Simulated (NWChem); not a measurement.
# MgF₂; SMILES [F][Mg][F]

Results from NWChem. B3LYP is NWChem's, with the RPA form of VWN correlation. Each level has its own optimisation; frequencies are unscaled.

```
level              basis functions  r F–Mg (Å)  highest harmonic frequency (cm⁻¹)  lowest (cm⁻¹)  zero-point energy (kcal/mol)  relative time
-----------------  ---------------  ----------  ---------------------------------  -------------  ----------------------------  -------------
B3LYP/3-21G                     31       1.743                                910            120                           2.5              1
B3LYP/pcseg-1                   38       1.759                                873            126                           2.4              3
B3LYP/aug-pcseg-1               60       1.765                                873            152                           2.5              8
B3LYP/pcseg-2                   79       1.755                                872            156                           2.5              9
B3LYP/def2-TZVPP                94       1.751                                876            164                           2.5             20
```

The last column is a rough cost ratio, cheapest run = 1.
